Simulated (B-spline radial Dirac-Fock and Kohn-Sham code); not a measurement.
# Binding energies of Hf at several levels of theory

System: the Hf atom, [Xe] 4f14 5d2 6s2.

The density-functional columns are spherical, spin-unpolarised Dirac-Kohn-Sham results without Breit or QED terms: −ε is minus the orbital energy of the initial state and ΔSCF the difference of two total energies, and "half-occupied" is minus the orbital energy with half an electron removed (Slater transition state). The reference in the last column comes from multi-electron Dirac-Fock with separately optimised hole states, Breit and Lamb-shift corrections added in first order. All numbers are from a B-spline atomic structure program, in eV; a selection of levels is shown. The Kohn-Sham columns are given as differences from the reference. For the 1s level of heavy atoms much of the gap between ΔSCF and the reference is the Breit and QED part, -318.6 eV here; for other levels the error of the functional can be larger.

| level | LDA ΔSCF − DF | LDA half-occupied − DF | PBE −ε − DF | PBE ΔSCF − DF | Dirac-Fock |
| --- | --- | --- | --- | --- | --- |
| K | +306.9 | +308.0 | -168.3 | +364.6 | 65346.6 |
| L1 | -58.3 | -58.5 | -144.6 | -50.5 | 11284.6 |
| L2 | +14.8 | +14.6 | -103.6 | +18.4 | 10745.2 |
| L3 | -13.9 | -14.1 | -117.0 | -11.7 | 9566.8 |
| M1 | -51.2 | -51.4 | -73.9 | -49.0 | 2612.1 |
| M2 | -32.2 | -32.4 | -58.3 | -31.3 | 2375.0 |
| M3 | -34.0 | -34.2 | -57.8 | -33.5 | 2119.1 |
| M4 | -7.2 | -7.4 | -37.3 | -7.3 | 1723.0 |
| M5 | -9.2 | -9.4 | -38.3 | -9.3 | 1668.4 |
| N1 | -28.2 | -28.4 | -37.5 | -27.1 | 548.9 |
| N2 | -20.9 | -21.1 | -30.7 | -20.4 | 451.2 |
| N3 | -21.5 | -21.7 | -30.8 | -20.9 | 392.9 |
| N4 | -10.1 | -10.3 | -19.7 | -10.0 | 232.4 |
| N5 | -10.3 | -10.5 | -19.7 | -10.2 | 221.7 |
| N6 | +4.2 | +4.0 | -4.6 | +3.9 | 22.32 |
| N7 | +4.0 | +3.8 | -4.6 | +3.7 | 20.66 |
| O1 | -3.2 | -3.3 | -9.5 | -3.4 | 76.37 |
| O2 | +1.0 | +0.9 | -4.9 | +0.8 | 46.09 |
| O3 | +0.6 | +0.5 | -5.0 | +0.4 | 38.36 |
| O4,5 | +1.3 | +1.2 | -2.7 | +1.1 | 5.44 |
| P1 | +2.0 | +2.0 | -1.1 | +1.8 | 6.19 |

Values without a named source are computed, but for edge energies of neutral atoms, which are taken from tables.
